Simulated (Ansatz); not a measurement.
Coupled-cluster diagnostics for H4Au3, Ansatz.

Geometry of the doublet (PBE-D4/def2-TZVP):

```tsv
atom	x (Å)	y (Å)	z (Å)
Au1	-1.195	1.140	0.210
Au2	0.795	0.206	1.752
Au3	0.341	-0.734	-0.835
H4	-2.230	1.457	-0.934
H5	1.477	-1.790	-0.985
H6	0.678	1.035	3.123
H7	0.134	-1.314	-2.332
```

In the def2 sets Au takes a core potential; there is no spin–orbit coupling. Correlated methods freeze no core orbitals; core or outer-core shells of Au are correlated, in sets that lack core-valence functions. No other spin state of charge 0 was run. Another isomer (doublet) lies 0.62 eV lower at PBE0-D4/def2-TZVP; other spin states weren't run for this one.

**Question.** Estimate the CCSD(T) correlation energy, the shares of MP2 and (T), T1 and the reference's ⟨S²⟩ for: charge 0, doublet, own geometry in def2-SVP; and the rough time on 4 threads of Arm Neoverse V2 on a shared host.

**Answer.** 
| state | basis | correlation (eV) | MP2 share (%) | (T) share (%) | T1 | ⟨S²⟩ (pure) | wall time |
| --- | --- | --- | --- | --- | --- | --- | --- |
| charge 0, doublet, own geometry | def2-SVP | -31.966 | 104.7 | 3.1 | 0.023 | 0.82 (0.75) | 2.7 min |
Customary marks for T1 are 0.02 (closed shells), 0.045 (open shells) and about 0.05 (3d metals). T1 exceeds 0.02 in 1 of 1 rows and 0.045 in 0; the higher it lies, the less the single-reference result can be trusted.
